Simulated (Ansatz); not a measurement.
The cluster Sn₄Te₉⁻. Total charge -1; doublet. Geometry r2SCAN-D4/def2-SVP.

| atom | x (Å) | y (Å) | z (Å) |
| --- | --- | --- | --- |
| Sn1 | 1.977 | -0.590 | 0.209 |
| Sn2 | -0.171 | -2.294 | 1.689 |
| Sn3 | -1.192 | 2.234 | 1.044 |
| Sn4 | -0.303 | 1.094 | -1.645 |
| Te5 | -2.730 | 0.293 | 2.374 |
| Te6 | -0.554 | -0.537 | 3.911 |
| Te7 | 2.700 | -2.570 | 2.398 |
| Te8 | 2.139 | -2.717 | -1.624 |
| Te9 | 0.000 | 3.858 | -2.538 |
| Te10 | -2.598 | 2.997 | -2.781 |
| Te11 | -3.654 | 3.137 | -0.207 |
| Te12 | 3.160 | -4.534 | 0.542 |
| Te13 | 1.224 | -0.367 | -3.371 |

In the def2 sets Sn, Te take a core potential; there is no spin–orbit coupling. Single mean-field runs in def2-TZVP are fitted with def2-universal-jkfit. The structure comes from a short search, and lower isomers may exist.

Question: Estimate the α-spin orbital energies around the gap (eV) in Ansatz with PBE-D4/def2-SVP, PBE-D4/def2-TZVP, r2SCAN-D4/def2-TZVP, PBE0-D4/def2-SVP, PBE0-D4/def2-TZVP.

Answer: 
```
orbital  PBE-D4/def2-SVP  PBE-D4/def2-TZVP  r2SCAN-D4/def2-TZVP  PBE0-D4/def2-SVP  PBE0-D4/def2-TZVP
 HOMO−5            -2.67             -2.74                -2.97             -3.57              -3.59
 HOMO−4            -2.52             -2.61                -2.84             -3.44              -3.46
 HOMO−3            -2.46             -2.54                -2.76             -3.33              -3.35
 HOMO−2            -2.23             -2.33                -2.54             -3.09              -3.12
 HOMO−1            -2.09             -2.19                -2.43             -3.03              -3.07
   HOMO            -1.54             -1.65                -1.92             -2.44              -2.49
   LUMO            -0.86             -0.93                -0.95             -0.43              -0.45
 LUMO+1            -0.71             -0.78                -0.77             -0.23              -0.24
 LUMO+2            -0.44             -0.53                -0.47              0.09               0.06
 LUMO+3            -0.30             -0.39                -0.41              0.15               0.11
 LUMO+4            -0.16             -0.24                -0.20              0.41               0.37
 LUMO+5             0.08             -0.01                 0.04              0.67               0.62
 β HOMO            -1.97             -2.07                -2.25             -2.78              -2.84
 β LUMO            -1.20             -1.29                -1.30             -0.86              -0.88
```
